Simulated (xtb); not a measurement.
Cl2FHNNb, SMILES [NH]=[Nb]([F])([Cl])[Cl], multiplicity 1. All values are semi-empirical tight-binding results from xtb (GFN2-xTB unless named), good for trends rather than for accurate numbers. Coordinates come from a GFN2-xTB optimisation. The spin state was assumed, not searched. The structure was generated by enumeration; whether it is a known compound was not checked.

For metal compounds this method's bond lengths and energies can be far off.

Computed properties:
| Quantity | Value |
|---|---|
| point group as xtb finds it | Cs |
| orbital gap | 3.16 eV |
| zero-point energy | 10.5 kcal/mol |
| G − E(el) at 298.15 K (modified RRHO) | -10.7 kcal/mol |
